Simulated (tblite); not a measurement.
A geometry optimisation, step by step.

Species: C6H5BrCl (doublet state).
Atom-mapped SMILES: `[CH2:1]=[C:2]1[C:3]=[CH:4][C@@H:5]([Br:6])[C@H:7]1[Cl:8]` (hydrogens: H9, H10 on C1; H11 on C4; H12 on C5; H13 on C7)
Bond orders are those of one Lewis drawing.

Computed with GFN2-xTB (tblite), gas phase: L-BFGS steps from a force-field or distance-geometry start until the largest atomic force falls under 0.01 eV/Å. 12 of its 50 geometries are shown.

Step 0: E = -649.4180 eV, largest atomic force 3.075 eV/Å
```
atom  x, y, z in Å  |  force x, y, z in eV/Å
C1      2.067   -0.453    0.325   -0.110   1.110  -0.574
C2      0.790   -0.435   -0.049    1.335  -2.559   0.657
C3     -0.164   -1.546    0.162   -1.274   2.478  -0.111
C4     -1.398   -0.990    0.176    0.581  -3.003   0.321
C5     -1.317    0.466    0.018   -0.960   0.529  -1.235
Br6    -1.228    1.333    1.732   -0.319   0.307   0.424
C7      0.002    0.618   -0.723    0.056   0.237   0.395
Cl8     0.652    2.240   -0.537    0.248   0.174  -0.480
H9      2.643    0.442    0.108    0.119  -0.270   0.266
H10     2.553   -1.262    0.821   -0.030  -0.229   0.046
H11    -2.326   -1.550    0.314    0.354   0.469  -0.011
H12    -2.144    0.842   -0.613   -0.025   0.251   0.683
H13    -0.135    0.294   -1.752    0.023   0.506  -0.382
```

Step 4: E = -649.7763 eV, largest atomic force 0.292 eV/Å
```
atom  x, y, z in Å  |  force x, y, z in eV/Å
C1      2.100   -0.439    0.318   -0.092  -0.019  -0.124
C2      0.832   -0.507   -0.051   -0.107   0.197  -0.001
C3     -0.174   -1.502    0.175    0.027  -0.216   0.107
C4     -1.410   -1.046    0.179   -0.212  -0.159  -0.014
C5     -1.349    0.445   -0.022   -0.029   0.267   0.003
Br6    -1.267    1.348    1.748   -0.272  -0.035  -0.093
C7      0.015    0.602   -0.705   -0.096   0.080  -0.110
Cl8     0.674    2.242   -0.580    0.062  -0.187  -0.134
H9      2.669    0.450    0.121    0.148  -0.011   0.066
H10     2.556   -1.265    0.818    0.255  -0.122   0.073
H11    -2.346   -1.557    0.324    0.154  -0.006   0.054
H12    -2.183    0.880   -0.580    0.041   0.016   0.212
H13    -0.121    0.349   -1.763    0.121   0.196  -0.038
```

Step 9: E = -649.8068 eV, largest atomic force 0.108 eV/Å
```
atom  x, y, z in Å  |  force x, y, z in eV/Å
C1      2.102   -0.448    0.307    0.000  -0.015   0.024
C2      0.826   -0.503   -0.046    0.056   0.027  -0.031
C3     -0.175   -1.506    0.190   -0.006   0.033   0.005
C4     -1.414   -1.052    0.176    0.025   0.055   0.037
C5     -1.356    0.451   -0.020   -0.027  -0.034  -0.045
Br6    -1.321    1.346    1.738   -0.097   0.025   0.040
C7      0.006    0.606   -0.711    0.059  -0.027   0.014
Cl8     0.696    2.226   -0.606    0.065   0.063   0.042
H9      2.690    0.438    0.134   -0.001  -0.030  -0.029
H10     2.583   -1.266    0.813   -0.020  -0.022  -0.063
H11    -2.340   -1.569    0.338    0.021  -0.018   0.029
H12    -2.196    0.893   -0.551   -0.043  -0.026  -0.057
H13    -0.105    0.385   -1.779   -0.032  -0.031   0.036
```

Step 13: E = -649.8138 eV, largest atomic force 0.117 eV/Å
```
atom  x, y, z in Å  |  force x, y, z in eV/Å
C1      2.104   -0.453    0.307    0.068   0.014  -0.063
C2      0.830   -0.497   -0.049   -0.019  -0.025   0.020
C3     -0.172   -1.495    0.195    0.031  -0.034   0.012
C4     -1.410   -1.044    0.185   -0.013  -0.062  -0.020
C5     -1.361    0.453   -0.028    0.007   0.074   0.049
Br6    -1.373    1.352    1.741   -0.033   0.026  -0.066
C7      0.012    0.612   -0.708   -0.070   0.080   0.048
Cl8     0.720    2.232   -0.599   -0.060  -0.081   0.034
H9      2.698    0.423    0.129    0.057   0.075  -0.035
H10     2.589   -1.278    0.792   -0.022  -0.096   0.012
H11    -2.326   -1.575    0.353   -0.018   0.034   0.034
H12    -2.207    0.884   -0.561    0.049  -0.037  -0.073
H13    -0.108    0.386   -1.775    0.022   0.033   0.049
```

Step 18: E = -649.8263 eV, largest atomic force 0.162 eV/Å
```
atom  x, y, z in Å  |  force x, y, z in eV/Å
C1      2.126   -0.464    0.279   -0.068  -0.019  -0.009
C2      0.839   -0.486   -0.040   -0.004   0.021   0.001
C3     -0.160   -1.484    0.208   -0.034  -0.018   0.042
C4     -1.400   -1.040    0.198   -0.008   0.011   0.070
C5     -1.373    0.463   -0.023    0.020  -0.129  -0.096
Br6    -1.478    1.379    1.718   -0.003   0.065  -0.022
C7      0.009    0.630   -0.680    0.084  -0.089  -0.006
Cl8     0.738    2.228   -0.564   -0.060   0.112   0.072
H9      2.731    0.411    0.106    0.001  -0.102   0.000
H10     2.583   -1.319    0.748    0.041   0.086  -0.064
H11    -2.311   -1.571    0.393   -0.031   0.007  -0.009
H12    -2.203    0.853   -0.613    0.036   0.001   0.024
H13    -0.106    0.402   -1.747    0.024   0.053  -0.003
```

Step 22: E = -649.8390 eV, largest atomic force 0.165 eV/Å
```
atom  x, y, z in Å  |  force x, y, z in eV/Å
C1      2.139   -0.481    0.241    0.051  -0.020   0.076
C2      0.843   -0.478   -0.026   -0.003  -0.100  -0.051
C3     -0.151   -1.479    0.239    0.000   0.000   0.067
C4     -1.393   -1.040    0.232   -0.033  -0.018   0.018
C5     -1.378    0.447   -0.035   -0.001   0.156   0.049
Br6    -1.599    1.429    1.672    0.037  -0.007  -0.063
C7      0.019    0.637   -0.649   -0.066   0.139  -0.050
Cl8     0.729    2.249   -0.497   -0.082  -0.007   0.089
H9      2.771    0.371    0.076   -0.026   0.052  -0.091
H10     2.592   -1.348    0.680    0.109  -0.114   0.048
H11    -2.305   -1.563    0.438   -0.028  -0.050   0.004
H12    -2.184    0.814   -0.668   -0.061  -0.029  -0.010
H13    -0.089    0.442   -1.721    0.103  -0.002  -0.086
```

Step 27: E = -649.8553 eV, largest atomic force 0.159 eV/Å
```
atom  x, y, z in Å  |  force x, y, z in eV/Å
C1      2.160   -0.513    0.212   -0.054  -0.011  -0.065
C2      0.853   -0.483   -0.016   -0.001   0.061   0.069
C3     -0.148   -1.466    0.291   -0.013   0.019  -0.008
C4     -1.392   -1.033    0.275    0.002   0.044  -0.018
C5     -1.389    0.450   -0.043    0.005  -0.090  -0.131
Br6    -1.714    1.490    1.597    0.015  -0.001   0.012
C7      0.025    0.655   -0.623    0.042  -0.060   0.023
Cl8     0.688    2.277   -0.384    0.046  -0.046   0.027
H9      2.797    0.331    0.011   -0.058  -0.019  -0.048
H10     2.629   -1.397    0.612   -0.035   0.060   0.019
H11    -2.303   -1.560    0.490    0.054   0.018   0.014
H12    -2.175    0.757   -0.733   -0.046  -0.006   0.035
H13    -0.035    0.493   -1.708    0.043   0.033   0.070
```

Step 31: E = -649.8610 eV, largest atomic force 0.087 eV/Å
```
atom  x, y, z in Å  |  force x, y, z in eV/Å
C1      2.166   -0.530    0.185    0.000   0.044   0.009
C2      0.854   -0.478    0.003   -0.028  -0.045  -0.031
C3     -0.146   -1.455    0.317    0.007  -0.038   0.056
C4     -1.390   -1.025    0.291    0.000  -0.059  -0.007
C5     -1.396    0.442   -0.063   -0.012   0.045   0.061
Br6    -1.773    1.517    1.558    0.001  -0.044  -0.026
C7      0.031    0.660   -0.603   -0.021   0.048  -0.003
Cl8     0.682    2.279   -0.320    0.081   0.012   0.029
H9      2.801    0.309   -0.034    0.011   0.023  -0.058
H10     2.637   -1.413    0.582   -0.031   0.029   0.016
H11    -2.292   -1.556    0.521   -0.049  -0.011   0.008
H12    -2.180    0.726   -0.764    0.011   0.008  -0.026
H13     0.003    0.524   -1.690    0.029  -0.013  -0.029
```

Step 36: E = -649.8656 eV, largest atomic force 0.074 eV/Å
```
atom  x, y, z in Å  |  force x, y, z in eV/Å
C1      2.165   -0.530    0.166   -0.015  -0.003  -0.001
C2      0.850   -0.479    0.010    0.017   0.011   0.009
C3     -0.146   -1.452    0.350   -0.010   0.024  -0.008
C4     -1.392   -1.029    0.301   -0.020   0.035   0.036
C5     -1.403    0.439   -0.070    0.037  -0.021  -0.049
Br6    -1.813    1.521    1.527   -0.019  -0.005   0.024
C7      0.034    0.667   -0.591    0.012  -0.010  -0.011
Cl8     0.704    2.276   -0.265   -0.018  -0.072   0.004
H9      2.800    0.300   -0.088   -0.011   0.002  -0.022
H10     2.634   -1.410    0.568    0.031   0.008   0.020
H11    -2.295   -1.554    0.544   -0.009   0.006  -0.020
H12    -2.179    0.706   -0.789    0.055  -0.006   0.006
H13     0.036    0.546   -1.681   -0.049   0.032   0.011
```

Step 40: E = -649.8675 eV, largest atomic force 0.035 eV/Å
```
atom  x, y, z in Å  |  force x, y, z in eV/Å
C1      2.168   -0.535    0.151    0.011  -0.015  -0.009
C2      0.850   -0.479    0.017    0.002  -0.034  -0.006
C3     -0.147   -1.445    0.372    0.009  -0.027   0.015
C4     -1.394   -1.024    0.318    0.025  -0.005  -0.014
C5     -1.402    0.435   -0.077   -0.010   0.023   0.018
Br6    -1.857    1.531    1.504   -0.008  -0.005  -0.017
C7      0.038    0.669   -0.582    0.003  -0.001   0.010
Cl8     0.707    2.267   -0.220    0.007   0.016   0.006
H9      2.802    0.288   -0.127   -0.019  -0.003  -0.004
H10     2.641   -1.413    0.553    0.021   0.011   0.020
H11    -2.298   -1.550    0.559    0.011   0.021  -0.007
H12    -2.164    0.686   -0.815   -0.018   0.017  -0.013
H13     0.050    0.570   -1.673   -0.034   0.002   0.001
```

Step 45: E = -649.8682 eV, largest atomic force 0.012 eV/Å
```
atom  x, y, z in Å  |  force x, y, z in eV/Å
C1      2.170   -0.539    0.145    0.001   0.000   0.000
C2      0.851   -0.484    0.018    0.000   0.003   0.000
C3     -0.146   -1.446    0.381   -0.001   0.000  -0.012
C4     -1.392   -1.023    0.322   -0.006  -0.006  -0.006
C5     -1.403    0.436   -0.078    0.005  -0.002  -0.002
Br6    -1.873    1.532    1.494   -0.003   0.010   0.000
C7      0.040    0.668   -0.578   -0.001   0.008   0.002
Cl8     0.712    2.264   -0.204    0.000  -0.004   0.002
H9      2.799    0.285   -0.143   -0.001   0.002  -0.004
H10     2.650   -1.410    0.554    0.009   0.000   0.004
H11    -2.297   -1.545    0.563   -0.007  -0.002   0.004
H12    -2.160    0.683   -0.822    0.003  -0.001   0.007
H13     0.047    0.579   -1.670    0.002  -0.008   0.005
```

Step 49: E = -649.8682 eV, largest atomic force 0.007 eV/Å
```
atom  x, y, z in Å  |  force x, y, z in eV/Å
C1      2.170   -0.539    0.145    0.000   0.002   0.001
C2      0.851   -0.484    0.018    0.000  -0.005   0.001
C3     -0.147   -1.446    0.380   -0.003  -0.005  -0.004
C4     -1.392   -1.023    0.321    0.000   0.004   0.005
C5     -1.403    0.435   -0.078   -0.002   0.003   0.003
Br6    -1.874    1.534    1.493   -0.001   0.002   0.000
C7      0.040    0.669   -0.577    0.002  -0.007   0.001
Cl8     0.712    2.264   -0.202    0.001  -0.001   0.000
H9      2.798    0.285   -0.145    0.000   0.001   0.000
H10     2.651   -1.409    0.555   -0.001   0.004  -0.003
H11    -2.299   -1.544    0.563    0.002  -0.001  -0.002
H12    -2.160    0.683   -0.822   -0.002   0.001  -0.002
H13     0.047    0.578   -1.669    0.003   0.000  -0.001
```

Problem. Summarise the path.

Solution. The energy falls by 0.4502 eV from step 0 to step 49; nine tenths of that is first reached at step 17. It falls at every step. The largest force goes from 3.075 to 0.007 eV/Å. Among the bonds C2–C7 changes most, from 1.477 to 1.530 Å; the atoms move by 0.314 Å rms after alignment.

Problem. Follow the three bonds and two angles with the largest change from start to end.

Solution. 
```json
{"step": "0", "E above end (eV)": "0.4502", "largest force (eV/Å)": "3.075", "C2–C7 (Å)": "1.477", "C5–Br6 (Å)": "1.923", "C2–C3 (Å)": "1.479", "C2–C3–C4 (°)": "106.3", "Cl8–C7–H13 (°)": "114.9"}
{"step": "2", "E above end (eV)": "0.1695", "largest force (eV/Å)": "0.878", "C2–C7 (Å)": "1.522", "C5–Br6 (Å)": "1.956", "C2–C3 (Å)": "1.421", "C2–C3–C4 (°)": "113.4", "Cl8–C7–H13 (°)": "113.1"}
{"step": "4", "E above end (eV)": "0.0920", "largest force (eV/Å)": "0.292", "C2–C7 (Å)": "1.525", "C5–Br6 (Å)": "1.989", "C2–C3 (Å)": "1.433", "C2–C3–C4 (°)": "114.8", "Cl8–C7–H13 (°)": "109.1"}
{"step": "6", "E above end (eV)": "0.0725", "largest force (eV/Å)": "0.210", "C2–C7 (Å)": "1.525", "C5–Br6 (Å)": "1.991", "C2–C3 (Å)": "1.443", "C2–C3–C4 (°)": "114.7", "Cl8–C7–H13 (°)": "106.9"}
{"step": "9", "E above end (eV)": "0.0614", "largest force (eV/Å)": "0.108", "C2–C7 (Å)": "1.531", "C5–Br6 (Å)": "1.974", "C2–C3 (Å)": "1.437", "C2–C3–C4 (°)": "114.4", "Cl8–C7–H13 (°)": "106.5"}
{"step": "11", "E above end (eV)": "0.0586", "largest force (eV/Å)": "0.129", "C2–C7 (Å)": "1.529", "C5–Br6 (Å)": "1.976", "C2–C3 (Å)": "1.435", "C2–C3–C4 (°)": "114.5", "Cl8–C7–H13 (°)": "106.5"}
{"step": "13", "E above end (eV)": "0.0544", "largest force (eV/Å)": "0.117", "C2–C7 (Å)": "1.528", "C5–Br6 (Å)": "1.984", "C2–C3 (Å)": "1.435", "C2–C3–C4 (°)": "114.6", "Cl8–C7–H13 (°)": "107.0"}
{"step": "15", "E above end (eV)": "0.0501", "largest force (eV/Å)": "0.112", "C2–C7 (Å)": "1.530", "C5–Br6 (Å)": "1.984", "C2–C3 (Å)": "1.436", "C2–C3–C4 (°)": "114.6", "Cl8–C7–H13 (°)": "107.5"}
{"step": "17", "E above end (eV)": "0.0449", "largest force (eV/Å)": "0.156", "C2–C7 (Å)": "1.532", "C5–Br6 (Å)": "1.974", "C2–C3 (Å)": "1.435", "C2–C3–C4 (°)": "114.7", "Cl8–C7–H13 (°)": "107.5"}
{"step": "19", "E above end (eV)": "0.0392", "largest force (eV/Å)": "0.152", "C2–C7 (Å)": "1.528", "C5–Br6 (Å)": "1.969", "C2–C3 (Å)": "1.434", "C2–C3–C4 (°)": "114.8", "Cl8–C7–H13 (°)": "106.9"}
{"step": "21", "E above end (eV)": "0.0332", "largest force (eV/Å)": "0.164", "C2–C7 (Å)": "1.521", "C5–Br6 (Å)": "1.976", "C2–C3 (Å)": "1.435", "C2–C3–C4 (°)": "114.8", "Cl8–C7–H13 (°)": "106.6"}
{"step": "23", "E above end (eV)": "0.0252", "largest force (eV/Å)": "0.185", "C2–C7 (Å)": "1.521", "C5–Br6 (Å)": "1.985", "C2–C3 (Å)": "1.437", "C2–C3–C4 (°)": "114.8", "Cl8–C7–H13 (°)": "106.8"}
{"step": "26", "E above end (eV)": "0.0153", "largest force (eV/Å)": "0.131", "C2–C7 (Å)": "1.533", "C5–Br6 (Å)": "1.972", "C2–C3 (Å)": "1.437", "C2–C3–C4 (°)": "115.3", "Cl8–C7–H13 (°)": "107.0"}
{"step": "28", "E above end (eV)": "0.0110", "largest force (eV/Å)": "0.148", "C2–C7 (Å)": "1.532", "C5–Br6 (Å)": "1.970", "C2–C3 (Å)": "1.435", "C2–C3–C4 (°)": "115.7", "Cl8–C7–H13 (°)": "106.6"}
{"step": "30", "E above end (eV)": "0.0084", "largest force (eV/Å)": "0.088", "C2–C7 (Å)": "1.530", "C5–Br6 (Å)": "1.978", "C2–C3 (Å)": "1.433", "C2–C3–C4 (°)": "115.7", "Cl8–C7–H13 (°)": "106.4"}
{"step": "32", "E above end (eV)": "0.0061", "largest force (eV/Å)": "0.112", "C2–C7 (Å)": "1.530", "C5–Br6 (Å)": "1.982", "C2–C3 (Å)": "1.433", "C2–C3–C4 (°)": "115.5", "Cl8–C7–H13 (°)": "106.5"}
{"step": "34", "E above end (eV)": "0.0040", "largest force (eV/Å)": "0.080", "C2–C7 (Å)": "1.532", "C5–Br6 (Å)": "1.976", "C2–C3 (Å)": "1.433", "C2–C3–C4 (°)": "115.3", "Cl8–C7–H13 (°)": "106.5"}
{"step": "36", "E above end (eV)": "0.0026", "largest force (eV/Å)": "0.074", "C2–C7 (Å)": "1.530", "C5–Br6 (Å)": "1.972", "C2–C3 (Å)": "1.433", "C2–C3–C4 (°)": "115.5", "Cl8–C7–H13 (°)": "106.4"}
{"step": "38", "E above end (eV)": "0.0015", "largest force (eV/Å)": "0.071", "C2–C7 (Å)": "1.527", "C5–Br6 (Å)": "1.975", "C2–C3 (Å)": "1.433", "C2–C3–C4 (°)": "115.7", "Cl8–C7–H13 (°)": "106.3"}
{"step": "40", "E above end (eV)": "0.0008", "largest force (eV/Å)": "0.035", "C2–C7 (Å)": "1.528", "C5–Br6 (Å)": "1.976", "C2–C3 (Å)": "1.433", "C2–C3–C4 (°)": "115.7", "Cl8–C7–H13 (°)": "106.3"}
{"step": "43", "E above end (eV)": "0.0001", "largest force (eV/Å)": "0.030", "C2–C7 (Å)": "1.531", "C5–Br6 (Å)": "1.974", "C2–C3 (Å)": "1.433", "C2–C3–C4 (°)": "115.5", "Cl8–C7–H13 (°)": "106.4"}
{"step": "45", "E above end (eV)": "0.0001", "largest force (eV/Å)": "0.012", "C2–C7 (Å)": "1.530", "C5–Br6 (Å)": "1.974", "C2–C3 (Å)": "1.432", "C2–C3–C4 (°)": "115.6", "Cl8–C7–H13 (°)": "106.3"}
{"step": "47", "E above end (eV)": "0.0000", "largest force (eV/Å)": "0.012", "C2–C7 (Å)": "1.530", "C5–Br6 (Å)": "1.974", "C2–C3 (Å)": "1.433", "C2–C3–C4 (°)": "115.6", "Cl8–C7–H13 (°)": "106.4"}
{"step": "49", "E above end (eV)": "0.0000", "largest force (eV/Å)": "0.007", "C2–C7 (Å)": "1.530", "C5–Br6 (Å)": "1.974", "C2–C3 (Å)": "1.433", "C2–C3–C4 (°)": "115.6", "Cl8–C7–H13 (°)": "106.4"}
```

The cost below is that of the whole relaxation. Hardware: one thread, Arm Neoverse V2 (aarch64), no GPU, shared host with 96 logical CPUs at a one-minute load of 61. Cost: 0.32 s wall.
